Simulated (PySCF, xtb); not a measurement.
C2H6Si, SMILES C[Si]C (connectivity only; charge and spin as stated), charge -1, multiplicity 2.

Geometry optimised at B3LYP-D3(BJ)/def2-SVPD. The spin state was assumed, not searched. The isomer is the one that the SMILES or the coordinates give; other isomers of the formula were not compared.

Level of theory: C-PCM-PBE0/def2-SVPD run with PySCF.

The values are the electrostatic part of the solvation free energy, E(continuum) − E(gas) at the gas-phase geometry, in a cavity of scaled van der Waals radii (PySCF's table); cavitation and dispersion terms are not included.

| solvent | ε | ΔG(elec) (kcal/mol) |
|---|---|---|
| water | 78.36 | -55.1 |
| benzene | 2.27 | -30.8 |
| dimethylsulfoxide | 46.83 | (withheld) |

Q: Some entries are withheld; supply them. (Estimate from the structure and the level; the computed values follow.)

A: 
- dimethylsulfoxide, ΔG(elec) (kcal/mol): -54.6

For comparison, GFN2-xTB/ALPB(water) (xtb, at the GFN2-xTB geometry, all terms of that model) gives -53.0 kcal/mol.
